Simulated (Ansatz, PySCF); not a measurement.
Process, species as SMILES: NB(F)F -> F[B]F + [NH2] (NH2) (the B-N bond at the site shown breaks; other sites are not compared here)
Structures are relaxed separately at B3LYP-D3(BJ)/def2-TZVP in Ansatz (a quantum-chemistry and plane-wave program), one conformer each, not searched for the lowest.
Geometry of the first species:
SMILES: FB(F)N
```xyz
6

B      0.0183    -0.0197     0.0248
F      1.2393    -0.4934    -0.2319
F     -0.5103    -0.2912     1.2198
N     -0.6792     0.7310    -0.9204
H     -1.5987     1.0964    -0.7469
H     -0.2993     0.9462    -1.8251
```

Property: bond dissociation energy (0 K, with B3LYP-D3(BJ) harmonic zero-point energies from PySCF), in kJ/mol. Correlated levels leave the core frozen unless marked. Open shells are spin-unrestricted. No spin-orbit coupling. No relativistic terms. CBS marks a two-point X^-3 extrapolation of the correlation energy; Hartree-Fock from the larger set. The bracket is a focal-point correction in the basis named.

RI-MP2/CBS(cc-pVTZ,cc-pVQZ)+[CCSD(T)-MP2]/cc-pVTZ (Ansatz) gives 567.2 kJ/mol.

**Question.** Another calculation gave 547.6 kJ/mol. Which level was it?
(A) PBE0/def2-TZVPD (Ansatz)
(B) r2SCAN0/def2-TZVPD (Ansatz)
(C) PBE-QIDH/def2-TZVPD (Ansatz)
(D) SVWN5/def2-TZVPD (Ansatz)

**Answer.** A, PBE0/def2-TZVPD (Ansatz). The others give 534.7 (r2SCAN0), 635.1 (SVWN5), 561.1 (PBE-QIDH) kJ/mol.
